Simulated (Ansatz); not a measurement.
Energy needed to pull apart CH$_{3}$Ag (SMILES [CH3][Ag]), closed shell, into free ground-state atoms, from the structure below (displaced at random from a GFN2-xTB minimum); no zero-point or spin–orbit terms; open-shell atoms are treated unrestricted, in their ground-state multiplicity.

```
atom    x (Å)    y (Å)    z (Å)
  C1  -0.2899   0.0129  -0.0792
 Ag2   1.7737  -0.7635   0.7257
  H3  -1.0688  -0.1653   0.6416
  H4  -0.5207  -0.5956  -0.9641
  H5  -0.2928   1.2454  -0.2673
```

Program: Ansatz 0.2.0. Basis: def2-TZVPP. Cores are frozen in the correlated methods. Filled d shells of the heavier atoms are correlated. Core potentials replace the inner electrons of the atoms past krypton. B3LYP uses VWN-RPA correlation.

```csv
method,atomization energy (kJ/mol)
SPW92,1617
PBE-D4,1449
r2SCAN-D4,1422
PBE0-D4,?
B3LYP-D4,?
wB97M-V,1420
HF,997
MP2,1383
CCSD,1361
CCSD(T),1387
```

Q: What does PBE0-D4 give? (An estimate is asked for; the value comes from the calculation.)

A: The calculation gives: 1410 kJ/mol, which is about 23 kJ/mol more than CCSD(T)/def2-TZVPP.

Q: What does B3LYP-D4 give? (Judge from chemistry; the value comes from the calculation.)

A: Computed: 1420 kJ/mol, which is about 33 kJ/mol more than CCSD(T)/def2-TZVPP.

In triple zeta the MP2 and coupled-cluster atomization energies are still short of their basis limit by a few kcal/mol a bond, whereas those of the functionals are nearly converged, so these differences are not deviations from converged CCSD(T).

The T1 diagnostic stays at or below 0.024. The restricted Hartree–Fock reference is unstable towards an unrestricted one here.

For scale, one of the runs: CCSD(T)/def2-TZVPP forces, 129 basis functions (an equivalent command: `ansatz run in.yaml --threads 4`). The run took 48 s on 4 CPU threads (shared host), with 1.3 GiB of host memory at its peak.
